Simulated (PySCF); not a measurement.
Compound: C6H9O2P.
SMILES with atom numbers: `[CH3:1][P:2]([CH2:3][OH:4])[c:5]1[cH:6][cH:7][o:8][cH:9]1`

Probes without a nucleus sit at each ring's centroid and 1 Å off its mean plane on both sides; NICS is minus the shielding there, NICSzz its component along the normal. Level: GIAO PBE0/pcSseg-1 (PySCF, non-relativistic, gas phase) on the GFN2-xTB geometry, one conformer.

Ring bond lengths (Å), with Mayer bond orders in brackets: C5–C6 1.425 (1.27), C6–C7 1.357 (1.60), C7–O8 1.345 (1.08), O8–C9 1.342 (1.08), C9–C5 1.367 (1.59).

Problem. Give the NICS values of each ring in ppm.

Solution. 
```json
{"ring": "C5–C6–C7–O8–C9", "type": "5-membered ring with O; formal bonds all aromatic", "NICS(0)": "-11.8", "NICS(1), two faces": "-10.3 / -10.5", "NICS(1)zz, two faces": "-26.7 / -26.2", "rms pucker (Å)": "0.00", "centre to ring atoms, mean (Å)": "1.16"}
```

Problem. What can be read from them?

Solution. 
- C5–C6–C7–O8–C9: mean NICS(1)zz -26.4 ppm, shielded, aromatic by this magnetic criterion (flat ring, no four-coordinate atom).

Problem. And the bond-length index? HOMA takes Krygowski's 1993 parameters.

Solution. 
- C5–C6–C7–O8–C9: HOMA 0.47; the largest term is that of C7–O8, α(R − Ropt)² = 1.00.

Problem. What field does 1 T along the ring normal induce along that normal at the second NICS(1) probe listed for ring C5–C6–C7–O8–C9, 1 Å off the ring?

Solution. NICSzz × B0 = -26.2 ppm × 1 T = -26 μT, against the applied field.

Problem. List the ring angles and the Hirshfeld charges of the ring atoms.

Solution. 
- C5–C6–C7–O8–C9: C5 105.3° (-0.094 e), C6 105.9° (-0.092 e), C7 110.9° (+0.005 e), O8 107.0° (-0.064 e), C9 110.9° (-0.002 e); sum 540.0° against 540° for a flat convex ring.

Problem. What are the shieldings of the ring atoms and their hydrogens in the same run (means over atoms taken as equivalent)?

Solution. 
| atoms | environment | σ isotropic (ppm) | principal values of the symmetric part, first atom (ppm) |
| --- | --- | --- | --- |
| C5 | substituted aromatic carbon | 53.3 | -21.2, 28.5, 152.7 |
| C6 | aromatic CH carbon | 68.5 | -23.6, 68.4, 160.7 |
| C7 | aromatic CH next to a ring oxygen | 38.8 | -39.2, 48.3, 107.3 |
| O8 | furan-type oxygen | 29.2 | -118.6, -53.1, 259.2 |
| C9 | aromatic CH next to a ring oxygen | 40.5 | -37.7, 52.7, 106.5 |
| H on C6 | aromatic hydrogen | 24.21 | 20.1, 24.0, 28.6 |
| H on C7 | aromatic hydrogen | 24.18 | 21.2, 25.0, 26.4 |
| H on C9 | aromatic hydrogen | 24.38 | 20.4, 24.2, 28.5 |

Conformer computed: `[CH3:1][P:2]([CH2:3][OH:4])[c:5]1[cH:6][cH:7][o:8][cH:9]1`: C1–P2–C3–O4 178°, C1–P2–C5–C6 -140°, H–O4–C3–P2 58°.
